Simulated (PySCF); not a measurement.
CH5FGaNO.

```xyz
10

Ga    -0.2173     0.1985     0.2101
F     -1.8896     0.4112     0.6842
O      0.0602    -1.0537    -1.0222
C      1.3318    -1.3796    -1.5298
H      1.2520    -2.3119    -2.1145
H      1.7299    -0.5988    -2.2074
H      2.0870    -1.5520    -0.7374
N      1.0546     1.1648     1.0522
H      0.8108     1.9363     1.6635
H      2.0093     1.2242     0.7174
```
Charge 0, spin multiplicity 1.

Geometry optimised at B3LYP-D3(BJ)/def2-SVP. The structure was generated by enumeration; whether it is a known compound was not checked. The values are those of a single conformer.

Computed with PBE/pcSseg-1 in PySCF. Non-relativistic, no solvent.

Computed absolute GIAO shielding of each atom: isotropic value and principal components (ppm):
```json
[
 {"atom": "Ga1", "σ(iso)": "1421.2", "σ11": "1197.1", "σ22": "1411.1", "σ33": "1655.4", "span": "458.4"},
 {"atom": "F2", "σ(iso)": "347.0", "σ11": "260.1", "σ22": "358.9", "σ33": "422.0", "span": "161.9"},
 {"atom": "O3", "σ(iso)": "273.7", "σ11": "162.3", "σ22": "306.2", "σ33": "352.6", "span": "190.2"},
 {"atom": "C4", "σ(iso)": "120.6", "σ11": "89.7", "σ22": "91.7", "σ33": "180.6", "span": "90.9"},
 {"atom": "H5", "σ(iso)": "27.1", "σ11": "23.1", "σ22": "24.4", "σ33": "33.9", "span": "10.8"},
 {"atom": "H6", "σ(iso)": "27.0", "σ11": "22.9", "σ22": "24.3", "σ33": "33.9", "span": "11.0"},
 {"atom": "H7", "σ(iso)": "27.1", "σ11": "22.5", "σ22": "24.8", "σ33": "33.8", "span": "11.3"},
 {"atom": "N8", "σ(iso)": "245.7", "σ11": "228.9", "σ22": "233.6", "σ33": "274.7", "span": "45.8"},
 {"atom": "H9", "σ(iso)": "30.1", "σ11": "22.8", "σ22": "25.3", "σ33": "42.3", "span": "19.5"},
 {"atom": "H10", "σ(iso)": "30.0", "σ11": "22.4", "σ22": "26.2", "σ33": "41.5", "span": "19.2"}
]
```
